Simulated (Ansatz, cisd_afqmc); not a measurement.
System: GeH, charge 1, singlet. GeH+ (parent SMILES [GeH], singlet).
B3LYP-D3(BJ)/def2-TZVP minimum from Ansatz (a program for electronic structure):
```
Ge
H 1 1.5926
```
Charge +1, spin multiplicity 1.

Total energies in aug-cc-pVDZ, 4 correlated electrons, 14 frozen orbitals. Open shells are spin-unrestricted; no spin-orbit coupling. Correlated methods leave the cores frozen (noble-gas shells, and filled d and f shells in the p block). No relativity. AFQMC/CISD: phaseless, guided by CISD from CCSD amplitudes; bars are statistical, one sigma. Outlying blocks are dropped, and bars are widened where a walk drifts. Over all cases where full CI ran beside it in this data, AFQMC minus full CI had a median of +0.1 mEh and passed +0.4 mEh in a tenth of the cases. The spin of HGe+ (parent SMILES [GeH], singlet) was assumed, and the state is the lowest solution found for it.

The bar of a AFQMC/CISD walk is widened from 0.06 to 0.07 mEh, since its error had not levelled off in the blocking analysis.

| method | program | energy (Eh) | error against FCI (mEh) |
|---|---|---|---|
| HF | Ansatz | -2075.59622 | 78.49 |
| MP2 | Ansatz | -2075.65176 | 22.96 |
| CCSD | Ansatz | -2075.67338 | 1.34 |
| CCSD(T) | Ansatz | -2075.67437 | 0.35 |
| CCSDT(Q) | Ansatz | -2075.67471 | 0.01 |
| CCSDTQ | Ansatz | -2075.67472 | 0.00 |
| AFQMC/CISD | cisd_afqmc | -2075.6746 ± 0.0001 | 0.1 ± 0.1 |
| FCI | Ansatz | -2075.67472 | 0.00 |
